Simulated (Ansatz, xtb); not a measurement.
C4H9FGeO: which of two isomers lies lower

Structure I: `C[C](=O)[GeH2][CH2]CF`, a singlet. Structure II: `C=[C](COC)[GeH2][F]`, a singlet. Both are isolated molecules in the gas phase, relaxed with PBE0-D3(BJ)/def2-SVP; each stands in its lowest conformer found.

Quicker runs give these differences E(II) − E(I): GFN2-xTB −89.1 kJ/mol; HF/STO-3G +61.9 kJ/mol (at GFN2-xTB geometries); r2SCAN-D4/def2-SVP +0.5 kJ/mol (at GFN2-xTB geometries).

Task: Which of the two would you expect CCSD(T)/def2-SVP + ΔMP2/def2-TZVPP electronic energies to favour?

Result: Structure II; the calculation gives E(II) − E(I) = −26.9 kJ/mol.

How the difference moves with the method:

```json
{"level": "GFN2-xTB", "geometry": "GFN2-xTB", "E(II) − E(I) (kJ/mol)": "−89.1", "departure from the last row (kJ/mol)": "−62.2", "job, with rough time for the two": "optimisation, 0.49 s"}
{"level": "HF/STO-3G", "geometry": "GFN2-xTB", "E(II) − E(I) (kJ/mol)": "+61.9", "departure from the last row (kJ/mol)": "+88.8", "job, with rough time for the two": "single point, 0.5 s"}
{"level": "r2SCAN-D4/def2-SVP", "geometry": "GFN2-xTB", "E(II) − E(I) (kJ/mol)": "+0.5", "departure from the last row (kJ/mol)": "+27.4", "job, with rough time for the two": "single point, 4.1 s"}
{"level": "PBE0-D3(BJ)/def2-SVP", "geometry": "PBE0-D3(BJ)/def2-SVP", "E(II) − E(I) (kJ/mol)": "−4.2", "departure from the last row (kJ/mol)": "+22.6", "job, with rough time for the two": "optimisation, 1.7 min"}
{"level": "HF/def2-SVP", "geometry": "PBE0-D3(BJ)/def2-SVP", "E(II) − E(I) (kJ/mol)": "−34.6", "departure from the last row (kJ/mol)": "−7.8", "job, with rough time for the two": "part of the CCSD(T) run"}
{"level": "MP2/def2-SVP", "geometry": "PBE0-D3(BJ)/def2-SVP", "E(II) − E(I) (kJ/mol)": "−21.9", "departure from the last row (kJ/mol)": "+4.9", "job, with rough time for the two": "part of the CCSD(T) run"}
{"level": "CCSD(T)/def2-SVP", "geometry": "PBE0-D3(BJ)/def2-SVP", "E(II) − E(I) (kJ/mol)": "−21.4", "departure from the last row (kJ/mol)": "+5.4", "job, with rough time for the two": "single point"}
{"level": "CCSD(T)/def2-SVP + ΔMP2/def2-TZVPP", "geometry": "PBE0-D3(BJ)/def2-SVP", "E(II) − E(I) (kJ/mol)": "−26.9", "departure from the last row (kJ/mol)": "", "job, with rough time for the two": "single point, 2.5 min"}
```

As drawn, II has 1 C=C, 2 C–O, 1 F–Ge in place of 1 C–C, 1 C=O, 1 C–Ge, 1 C–F.

HF/STO-3G puts the two in the other order. r2SCAN-D4/def2-SVP finds them nearly level. The largest departure from CCSD(T)/def2-SVP + ΔMP2/def2-TZVPP is that of HF/STO-3G, 88.8 kJ/mol. The last row adds to CCSD(T) the change of the MP2 difference between the two basis sets, here −5.4 kJ/mol.

With thermal terms from frequencies at re-optimised GFN2-xTB minima (ideal gas, soft modes damped towards free rotors, one conformer each, 298.15 K, 1 atm): the zero-point term adds −0.8 kJ/mol; ΔH is −28.0 and ΔG −27.1 kJ/mol.

The correlated steps freeze 15 core orbitals; the filled d shell of Ge is correlated, in a basis made for valence electrons. Programs: Ansatz 0.2.0, xtb 6.7.1; the last row on 4 threads of Arm Neoverse V2 on a shared host.
